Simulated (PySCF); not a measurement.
Spinor energies of W²⁺ (tungsten, charge +2)

Start: [Xe] 4f14 5d4; 5d5/2 filled at m_j = -1/2, +1/2, +3/2, +5/2. Calculated with PySCF 2.14 in x2c-TZVPall-2c (11s11p10d2f, 108 functions): generalised Hartree-Fock with the X2C-1e Hamiltonian and a Gaussian nucleus; spin-orbit coupling (SO) screened by Boettger's factors. This is a chosen level, not necessarily the ground level.

| spinor shell | electrons | ε, screened SO (eV) | weight of nominal j (screened SO) | rms radius, screened SO (bohr) |
| --- | --- | --- | --- | --- |
| 1s1/2 | 2 | -69895.3 | 1.000 | 0.0208 |
| 2s1/2 | 2 | -12215.8 | 1.000 | 0.0838 |
| 2p1/2 | 2 | -11661.3 | 1.000 | 0.0713 |
| 2p3/2 | 4 | -10302.9 | 1.000 | 0.0787 |
| 3s1/2 | 2 | -2887.2 | 1.000 | 0.214 |
| 3p1/2 | 2 | -2640.7 | 1.000 | 0.206 |
| 3p3/2 | 4 | -2341.9 | 1.000 | 0.221 |
| 3d3/2 | 4 | -1931.5 | 1.000 | 0.195 |
| 3d5/2 | 6 | -1867.0 | 1.000 | 0.199 |
| 4s1/2 | 2 | -640.38 | 1.000 | 0.478 |
| 4p1/2 | 2 | -536.87 | 1.000 | 0.486 |
| 4p3/2 | 4 | -466.88 | 1.000 | 0.519 |
| 4d3/2 | 4 | -296.37 | 0.999 | 0.544 |
| 4d5/2 | 6 | -283.07 | 1.000 | 0.556 |
| 5s1/2 | 2 | -109.48 | 1.000 | 1.15 |
| 5p1/2 | 2 | -76.785 | 0.945 | 1.28 |
| 5p3/2 | 4 | -65.333 | 0.953 | 1.36 |
| 4f5/2 | 6 | -67.021 | 0.986 | 0.669 |
| 4f7/2 | 8 | -64.751 | 0.982 | 0.679 |
| 5d5/2 | 4 | -26.007 | 0.583 | 2.00 |

```tsv
quantity	screened SO
E (hartree)	-16148.78742
M_J	4
⟨J²⟩	20.037
⟨L²⟩	6.697
⟨S²⟩	5.797
```

Each row is a mean over spinors that exchange with the open shell spreads, by up to 6.914 eV (5p3/2).

Rows whose weight is well below 1 are mixtures of j = l ± 1/2: exchange outweighs spin-orbit coupling there, and the label is only the starting occupation.

Breit and QED terms are absent; they matter most for the inner s and p1/2 levels.

Densities and radii are taken from the X2C orbitals without a picture-change correction, which distorts them close to the nucleus.
